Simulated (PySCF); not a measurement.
**Deuteron quadrupole couplings in `CC(C)[Si](O)(O)CF`**

C₄H₁₁FO₂Si.
Z-matrix (Å and degrees, GFN2-xTB geometry), rows numbered from 1:
```
C 
C   1  1.5298
C   2  1.5305  1  109.64
Si  2  1.9135  1  112.11  3  -125.69
O   4  1.6239  2  112.81  1   -58.30
O   4  1.6337  2  111.04  1  -177.61
C   4  1.9179  2  111.85  1    57.70
F   7  1.3865  4  110.87  2    62.02
H   1  1.0874  2  110.44  3    58.67
H   1  1.0889  2  110.52  3   -60.86
H   1  1.0873  2  110.77  3   178.77
H   2  1.0973  1  107.31  3   116.24
H   3  1.0888  2  110.34  1    54.76
H   3  1.0880  2  111.06  1   174.63
H   3  1.0872  2  110.62  1   -64.97
H   5  0.9539  4  119.78  2   -83.79
H   6  0.9533  4  120.28  2   -66.86
H   7  1.0902  4  113.21  2   -57.24
H   7  1.0921  4  111.65  2  -179.80
```

Level: PBE0/pcSseg-1 (PySCF, non-relativistic); Q(2H) = 0.00286 b; rigid geometry, the same for H and D, with no vibrational averaging.

Problem. Rank these positions by the coupling χzz of a deuteron there, largest first.
A. H13 (methyl hydrogen)
B. H16 (hydroxyl hydrogen)
C. H18 (methylene hydrogen)

Solution. B (344 kHz), A (211 kHz), C (204 kHz).

Problem. Give the electric field gradient Vzz (the principal value of largest size), its asymmetry and the 2H coupling at each hydrogen.

Solution. 
```tsv
atom	bonded to	bond length (Å)	Vzz (au)	η	χzz (kHz)
H9	C1	1.087	0.3153	0.02	212
H10	C1	1.089	0.3138	0.02	211
H11	C1	1.087	0.3146	0.02	211
H12	C2	1.097	0.2995	0.02	201
H13	C3	1.089	0.3137	0.02	211
H14	C3	1.088	0.3170	0.02	213
H15	C3	1.087	0.3110	0.02	209
H16	O5	0.954	0.5112	0.06	344
H17	O6	0.953	0.5134	0.06	345
H18	C7	1.090	0.3037	0.10	204
H19	C7	1.092	0.3003	0.10	202
```

Problem. Average by the element that carries the hydrogen.

Solution. on C: 208 kHz over 9 positions, mean bond length 1.090 Å; on O: 344 kHz over 2 positions, mean bond length 0.954 Å.

Problem. How does χzz go with the bond length over the 9 C–H bonds?

Solution. A straight-line fit has a slope of -11.8 kHz for each 0.01 Å, with a correlation coefficient of -0.84, over lengths from 1.087 to 1.097 Å. The longer bonds have the smaller couplings here.

Geometry: GFN2-xTB, one conformer, isolated molecule. GFN2-xTB bond lengths can be off by several hundredths of an ångström, more for odd bonds, and the gradients follow them. The small basis limits the accuracy of the gradients.
